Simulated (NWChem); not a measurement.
Molecule: C2H4CuN; SMILES [C-](#[N+]C)->[CuH]

Question: Give the equilibrium geometry at PBE0/def2-SVP (NWChem) as an XYZ file, with the point group.

Answer: point group C3v; any orientation.
```
8

Cu    -0.9006    -0.2594    -1.0457
H     -1.8778    -0.5360    -2.1947
C      1.9365     0.5560     2.2595
N      1.0345     0.2924     1.2139
C      0.2873     0.0778     0.3443
H      1.8994     1.6223     2.5258
H      2.9593     0.3008     1.9459
H      1.6733    -0.0431     3.1432
```
